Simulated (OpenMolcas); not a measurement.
Os6+ among 4 point charges of -0.98 e arranged as a tetrahedron (Td), 2.04 Å from the ion.

```yaml
Program: OpenMolcas
Method: CASSCF
Basis: ANO-RCC-VDZP [7s6p4d2f1g]
Scalar_Hamiltonian: DKH2, point nucleus
Active_space: 2 electrons in 5 orbitals (5d)
State_averaging: 2S+1 = 3 even, 10 roots; 2S+1 = 1 even, 15 roots
Spin-orbit_coupling: RASSI with atomic mean-field integrals over the reference wave functions
```

**Question.** What is the spin-free ground state (labels of Td)?

**Answer.** 3A2, 1-fold in its orbital part, 100 % from free-ion F terms; it has the highest spin that d2 allows.

**Question.** Where is the first state of the same spin?

**Answer.** 3T2 at 1570 cm-1 above the ground state.

**Question.** What are the lowest two levels with spin-orbit coupling?

**Answer.** A 3-fold level T2, then a 2-fold level E 551.6 cm-1 above it. Their leading multiplicities are 3 (90 %) and 3 (88 %).

**Question.** What is χT at 300 K, and how does it compare with the textbook value?

**Answer.** The lowest level has 2S+1 = 3, for which the spin-only value is χT = S(S+1) / 2 = 1.000 cm3 K/mol (g = 2). The computed 0.270 at 300 K differs by -0.730, through orbital momentum, spin-orbit coupling and any other state in reach.

**Question.** Which ligand-field parameters describe the states?

**Answer.** A least-squares ligand-field fit to the states below 45000 cm-1, each weighted by its degeneracy and with a free common offset, gives 10Dq = -1585 cm-1 (negative for this site), B = 930 cm-1 and C = 3853 cm-1 (C/B = 4.14), with an rms deviation of 11 cm-1. 

Spin-orbit coupling mixes the spin-free states strongly: the lowest level takes only 43 % from its leading state, 3T2, which lies 1573 cm-1 above the lowest spin-free state. Without dynamic correlation the repulsion within the d shell is too large (B by tens of per cent), so at a given field states of lower spin stand too high. The ground term spreads over less than 5000 cm-1, several times less than with real ligands, so orbital moments are less quenched and χT lies further from the spin-only value than at real sites. Point charges carry no covalency, so the field is a model and not that of real ligands. No measured value stands beside these numbers.
